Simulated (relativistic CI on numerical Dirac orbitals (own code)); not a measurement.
## Ba¹¹⁺: q coefficients and field-shift factors

Calculated at this level of theory: Dirac-Coulomb-Breit CI, KLI orbitals optimised for each configuration, derivatives by finite differences, unscaled Slater integrals, QED left out (own radial code, finite nucleus).

CI space (outside the closed core [Ar] 3d10): 4s2 4p6 4d9, 4s2 4p5 4d10, 4s2 4p6 4d8 4f, 4s2 4p6 4d8 5s, 4s 4p6 4d10, 4s2 4p6 4d8 5p, 4s2 4p5 4d9 4f, 4s2 4p6 4d7 5s2. Levels of other configurations are missing.

With x = (α/α₀)² − 1 an excitation energy changes as ω = ω₀ + qx; K = 2q/ω₀ is the relative enhancement. Terms are leading LS components, so labels can repeat. The field-shift factor is F = δν/δ⟨r²⟩ for the transition from the lowest level.

Lowest level 4s2 4p6 4d9 2D_5/2.

| Level | ω₀ (cm⁻¹) | q (cm⁻¹) | F (GHz/fm²) |
| --- | --- | --- | --- |
| 4s2 4p6 4d9 2D_3/2 | 22022 | 21860 | 0.284 |
| 4s2 4p6 4d8 5s 4F_9/2 | 678956 | -75710 | 63.3 |
| 4s2 4p6 4d8 5s 4F_7/2 | 686385 | -72860 | 62.6 |
| 4s2 4p6 4d8 5s 4F_5/2 | 697926 | -67680 | 63.3 |
| 4s2 4p6 4d8 5s 4F_3/2 | 699271 | -68690 | 63.1 |
| 4s2 4p6 4d8 5s 2F_7/2 | 703426 | -57000 | 62.6 |
| 4s2 4p6 4d8 5s 4F_5/2 | 704329 | -62670 | 62.9 |
| 4s2 4p6 4d8 5s 4P_3/2 | 718043 | -55460 | 63.3 |
| 4s2 4p6 4d8 5s 2F_5/2 | 718246 | -53170 | 62.8 |
| 4s2 4p6 4d8 5s 4P_1/2 | 721962 | -63200 | 63.6 |
| 4s2 4p6 4d8 5s 4P_3/2 | 727124 | -53430 | 63.2 |
| 4s2 4p5 4d10 2P°_3/2 | 732819 | 24210 | 3.84 |
| 4s2 4p6 4d8 5s 2G_9/2 | 734349 | -57180 | 63.2 |

At this charge transitions that keep the count of f electrons are usually good to a few per cent. Terms inside the open d or f shell come out 10 to 20 % too wide with unscaled integrals. Levels and lines within the n = 5 or 6 shells can be off by up to 10 % or somewhat more, and those that change n by about 2 %, since core polarisation is missing. Levels that differ in their count of f electrons can be misplaced by several ten thousand cm⁻¹, since the correlation energy of f electrons is missing or only estimated; rates across such gaps can be off by orders of magnitude.

Q: Which transition from the lowest level has the largest |K|?

A: 4s2 4p6 4d9 2D_3/2 at 22022 cm⁻¹, K = 1.99.
